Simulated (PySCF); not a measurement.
Species: C8H12BN.
SMILES: `C1CCB[C@H]1n1cccc1`

The closed-shell ground state was solved at several levels (PySCF, density fitting, gas phase, non-relativistic). Isolated species at its PBE0-D3(BJ)/def2-SVP geometry (one conformer only).

```json
{"level": "PBE0/pcSseg-1", "basis functions": "230", "total energy (Eh)": "-391.1271", "HOMO (eV)": "-6.04", "LUMO (eV)": "-1.35", "gap (eV)": "4.69", "dipole (D)": "2.40"}
{"level": "wB97X-D/def2-SVPD", "basis functions": "296", "total energy (Eh)": "-391.2573", "HOMO (eV)": "-7.88", "LUMO (eV)": "0.60", "gap (eV)": "8.48", "dipole (D)": "2.39"}
```

Problem. Estimate the row for KT2/pcSseg-1, a basis of 230 functions; the other rows only guide the guess.

Solution. Total energy -398.5858 Eh, HOMO -5.04 eV, LUMO -2.44 eV, gap 2.60 eV, dipole 2.25 D.

Problem. Over all these levels, which gives the widest orbital gap and which the narrowest?

Solution. wB97X-D/def2-SVPD (range-separated hybrid) has the widest, 8.48 eV, and KT2/pcSseg-1 (GGA) the narrowest, 2.60 eV. Functional and basis both differ between the two, so the spread mixes both effects.

Problem. How far do the dipole and the HOMO energy spread over the levels?

Solution. The dipole runs from 2.25 to 2.40 D (mean 2.35 D) and the HOMO from -7.88 to -5.04 eV.

Note: wB97X-D ran without an empirical dispersion term, which enters the total energy and its gradient alone.
